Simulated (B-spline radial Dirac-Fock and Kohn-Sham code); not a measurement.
These are calculated numbers from a radial finite-basis atomic code; the model is a relativistic central-field model (Hartree-Slater potential of the initial state, Latter tail, multipole expansion of the photon field, Dirac-Fock thresholds). Kinetic energies are from the vacuum level. Open shells are spread statistically over j, without multiplet splitting. Without correlation, outer binding energies are uncertain by a few eV, most for open f shells.

**Question.** A free atom or ion in its tabulated ground configuration is ionised with 6000 eV photons and gives these photoelectron lines. Identify it and assign the lines.

```csv
kinetic energy (eV),relative cross section
680.7,100.0
5110.0,6.9
5208.1,1.5
5214.0,2.9
```

**Answer.** Ti¹²⁺, [He] 2s2 2p6. Binding energies are hν less the kinetic energy: 1s 5319.3 eV, 2s 890.0 eV, 2p1/2 791.9 eV, 2p3/2 786.0 eV.

**Question.** A free atom or ion in its tabulated ground configuration is ionised with Cu Kα (8047.8 eV) photons and gives these photoelectron lines. Identify it and assign the lines.

```csv
kinetic energy (eV),relative cross section
5911.4,50.9
6121.1,57.7
6300.7,100.0
6655.7,41.3
6694.0,55.5
7607.4,12.8
7691.6,12.7
7731.6,21.6
7870.7,7.9
7877.9,10.5
7989.2,2.1
8014.3,1.7
8019.3,2.7
8042.8,0.19
```

**Answer.** Ho, [Xe] 4f11 6s2. Binding energies are hν less the kinetic energy: 3s 2136.4 eV, 3p1/2 1926.7 eV, 3p3/2 1747.1 eV, 3d3/2 1392.1 eV, 3d5/2 1353.8 eV, 4s 440.4 eV, 4p1/2 356.2 eV, 4p3/2 316.2 eV, 4d3/2 177.1 eV, 4d5/2 169.9 eV, 5s 58.59 eV, 5p1/2 33.46 eV, 5p3/2 28.50 eV, 6s 4.97 eV.
